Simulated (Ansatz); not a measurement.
Cl3H3InP (`[PH3+][In-]([Cl])([Cl])[Cl]`) at its PBE0-D4/def2-TZVP geometry, where that method's forces vanish. Charge 0, multiplicity 1. In takes the def2 core potential.

```xyz
8

P     0.9518   -0.6033    0.5269
In   -1.1251    0.7129   -0.6227
Cl   -2.7972   -0.8555   -0.2308
Cl   -1.1042    2.6265    0.6992
Cl   -0.2821    0.8801   -2.7840
H     2.0598   -0.9116   -0.2846
H     0.6947   -1.8687    1.0872
H     1.6022    0.0196    1.6088
```

(1) What forces (eV/Å) does PBE-D4/def2-TZVPP give on these atoms in Ansatz? (An estimate is asked.)

Answers

(1) The calculation gave: 
```
P1  -0.211  0.134 -0.117
In2  0.002 -0.002  0.002
Cl3 -0.212 -0.205  0.053
Cl4  0.007  0.245  0.173
Cl5  0.113  0.019 -0.277
H6   0.185 -0.062 -0.095
H7  -0.005 -0.195  0.095
H8   0.121  0.067  0.168
```
